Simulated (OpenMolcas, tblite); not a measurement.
SnSiH4ClF (SMILES [F][SnH]([SiH3])[Cl]): methods side by side

The species is SnSiH4ClF (8 atoms), meant as a singlet with charge 0. As SMILES, `[F][SnH]([SiH3])[Cl]`. The shape is that of a PBE0-D4/def2-TZVP optimisation.

Quantity: the vertical energy of the triplet above the singlet, in eV. The values are calculated.

| level | kind | program | value (eV) |
| --- | --- | --- | --- |
| GFN2-xTB | semi-empirical | tblite | 3.24 |
| HF/def2-SVP (core potential) | Hartree–Fock | OpenMolcas | 6.04 |
| SVWN5/def2-SVP (core potential) | LDA | OpenMolcas | 4.86 |
| BLYP/def2-SVP (core potential) | GGA | OpenMolcas | 4.86 |
| TPSS/def2-SVP (core potential) | meta-GGA | OpenMolcas | 5.08 |
| r2SCAN/def2-SVP (core potential) | meta-GGA | OpenMolcas | 5.16 |
| PBE0/def2-SVP (core potential) | global hybrid | OpenMolcas | 5.40 |

Spin-orbit coupling, which can split open shells on such heavy atoms by tenths of an eV, is left out. The values span 3.24 to 6.04 eV. A triplet this far above the singlet is often a Rydberg-like or dissociative state; sets without diffuse functions put Rydberg states too high. The upper state's dipole differs much between rows, so they may not all be the same state.
